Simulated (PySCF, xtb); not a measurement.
C₃H₇FOSi, SMILES F[Si@H](CC=C)O. Other conformers were not sampled.

Harmonic wavenumbers (cm⁻¹) from GFN2-xTB (xtb 6.7.1) at its own minimum, in rising order: 32, 63, 143, 196, 227, 283, 305, 408, 589, 663, 686, 739, 767, 793, 853, 887, 929, 957, 1021, 1057, 1180, 1219, 1300, 1413, 1454, 1715, 2346, 2975, 2983, 3050, 3101, 3126, 3656.

### Question
What does PySCF 2.14.0 with ωB97X-D3(BJ)/def2-SVP give at its own minimum? (Estimate from the structure and the level; the computed values follow.)

### Answer
39, 61, 141, 230, 248, 276, 366, 432, 605, 711, 739, 804, 840, 868, 925, 952, 955, 970, 1037, 1041, 1181, 1232, 1324, 1423, 1444, 1751, 2288, 3090, 3155, 3167, 3187, 3269, 3940. Paired by order, the mean absolute difference is 53 cm⁻¹ and the zero-point energies are 58.8 and 61.0 kcal/mol.
